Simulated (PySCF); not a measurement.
PySCF 2.14 output of a UHF calculation on a single atom or ion in x2c-SVPall, with scalar relativity by spin-free X2C-1e:

```
SCF conv_tol = 1e-09
number electrons alpha = 15  beta = 9
cycle= 1 E= -1156.96927903805  delta_E= -3.18e-12  |g|= 6.47e-07  |ddm|= 4.29e-06
converged SCF energy = -1156.96927903805  <S^2> = 12.000037  2S+1 = 7.0000106
```

The run itself started from symmetry-adapted Hartree-Fock orbitals and held the occupation by maximum overlap, so the iterations belong to that start.

**Question.** Which element, charge and spin multiplicity is this?

**Answer.** Mn+ (manganese, charge +1), multiplicity 7; the state was [Ar] 3d5 4s1, high-spin 7S determinant.
